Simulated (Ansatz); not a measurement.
`[F][Ta]([F])([F])([F])[Cl]` + H–F → `[F][Ta]([F])([F])([F])[F]` + HCl  (ligand exchange at a Ta–Cl bond)

Program: Ansatz. Geometries: PBE0-D4/def2-TZVP. ΔE: electronic, gas phase. CBS: MP2 limit from def2 TZ/QZ plus the TZ coupled-cluster correction, frozen cores. This one scheme is used for every species. Functionals use def2-TZVPP. B3LYP here is the variant with VWN-RPA as its local correlation; programs differ in this. HSE06 is defined as in plane-wave codes. def2 core potentials past Kr. For Ta outer-core shells are correlated without core-valence functions, which leaves a few kJ/mol of doubt a bond.

```
           level  ΔE (eV)
          PBE-D4    -0.33
        HSE06-D4    -0.30
         ωB97M-V    -0.38
           B3LYP    -0.42
         r2SCAN0    -0.34
CCSD(T)/def2-SVP    -0.55
   HF/def2-TZVPP    -0.44
 CCSD/def2-TZVPP    -0.39
```

Question: What does CCSD(T)/CBS give? (Best estimate.)

Answer: The calculation gave: -0.30 eV. The listed levels differ from it by -0.03, 0.00, -0.08, -0.12, -0.04, -0.25, -0.14, -0.09 eV.

Question: What do rigid-rotor, harmonic-oscillator terms from PBE0-D4/def2-TZVP frequencies (298.15 K, 1 bar) make of the CCSD(T)/CBS value? (Best estimate.)

Answer: Computed: ΔZPE = -0.05 eV, ΔH = -0.36 eV, ΔS = -4 J/(mol·K), ΔG = -0.35 eV.

Largest T1 diagnostic among the species: 0.018.

Leaving LDA and LC-ωPBE aside and taking each functional with its dispersion term where it has one, the values, not all of them listed here, spread over 0.16 eV, from CAM-B3LYP-D4 to PBE-QIDH. The D4 term adds +0.04 eV with B3LYP and +0.02 eV with PBE0; it sums over pairs of atoms, weighted by their polarisabilities, and B3LYP, whose exchange is more repulsive, gets the larger term. From BLYP to BHLYP (50 % exact exchange), in def2-TZVPP and without D4, ΔE moves by +0.04 eV.
